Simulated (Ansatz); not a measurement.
Isolated molecules relaxed with PBE0-D4/def2-TZVP in Ansatz; ΔE leaves out vibrations. CBS: MP2 limit from def2 TZ/QZ plus the TZ coupled-cluster correction, frozen cores. This one scheme is used for every species. Functionals use def2-TZVPP. One conformer a species, not always the lowest.

`[SiH3]P` + `S[SiH]1CO1` → `[SiH3]S[SiH]1CO1` + PH₃  (cleavage of the Si–P bond)

| species | ωB97X-V energy (Eh) |
| --- | --- |
| `[SiH3]P` | -633.76197 |
| `S[SiH]1CO1` | -803.35989 |
| `[SiH3]S[SiH]1CO1` | -1094.04145 |
| PH₃ | -343.09594 |

Question: Work out ΔE.

Answer: ΔE = (-1094.04145) + (-343.09594) − (-633.76197) − (-803.35989) = -0.01553 Eh = -40.8 kJ/mol. CCSD(T)/CBS gives -42.4 kJ/mol.

Largest T1 diagnostic among the species: 0.013.

The D4 term adds −4.7 kJ/mol with B3LYP and −2.7 kJ/mol with PBE0; it sums over pairs of atoms, weighted by their polarisabilities, and B3LYP, whose exchange is more repulsive, gets the larger term.

B3LYP here is the variant with VWN-RPA as its local correlation; programs differ in this.
